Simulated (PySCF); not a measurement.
Polarisability and C₆ of Be+ (beryllium, charge +1)

[He] 2s1, 2S determinant. Calculation: PySCF 2.14, in dyall-acv3z (15s9p4d2f, 76 functions); scalar relativity by spin-free X2C-1e. Coupled (time-dependent) response in atomic units; α is the mean over directions.

```
 method  mean α (bohr³)  C₆ (like pair)  S(−4)
    UHF           24.92           71.05   1136
    PBE           21.51           57.27  847.2
   PBE0           22.22           60.05  904.1
   PW91           21.75           58.06  870.8
LC-wPBE           23.24           63.82  998.9
```

S(−4) is the Cauchy moment in α(ω) = α(0) + S(−4) ω² + …

α(iu) at LC-wPBE:

```csv
u (hartree),α(iu) (bohr³)
0,23.24
0.0500,20.99
0.100,16.33
0.200,8.844
0.300,5.190
0.500,2.396
0.750,1.254
1.00,0.7870
1.50,0.4097
2.00,0.2608
3.00,0.1413
5.00,0.06666
```

For an ion, C₆ is the dispersion term alone; charge-induced terms of lower order in 1/R come first.
